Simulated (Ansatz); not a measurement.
Reaction (redistribution): `CC(C)[O][InH2]` + `[NH2][SnH2][NH2]` → `CC(C)[O][InH][NH2]` + `[NH2][SnH3]`

Gas-phase electronic energies from Ansatz, PBE0-D4/def2-TZVP geometries. CBS: MP2 limit from def2 TZ/QZ plus the TZ coupled-cluster correction, frozen cores. Functionals use def2-TZVPP. Elements past krypton have def2 core potentials. For In, Sn outer-core shells are correlated without core-valence functions, which leaves a few kJ/mol of doubt a bond. Each species was taken in one conformer, which may not be the lowest.

```csv
level,ΔE (eV)
r2SCANh-D4,-0.09
r2SCAN,-0.09
r2SCAN0,-0.09
CCSD(T)/def2-TZVPP,-0.11
```

What does CCSD(T)/CBS give? (Best estimate.)

The calculation gave: -0.11 eV. The listed levels differ from it by 0.02, 0.02, 0.02, 0.00 eV.

Largest T1 diagnostic among the species: 0.016.

At CCSD(T), def2-SVP lies −0.04 eV from the extrapolated value and def2-TZVPP −0.1 eV. Leaving LDA and LC-ωPBE aside and taking each functional with its dispersion term where it has one, the values, not all of them listed here, spread over 0.07 eV, from PBE-QIDH to B97M-V.
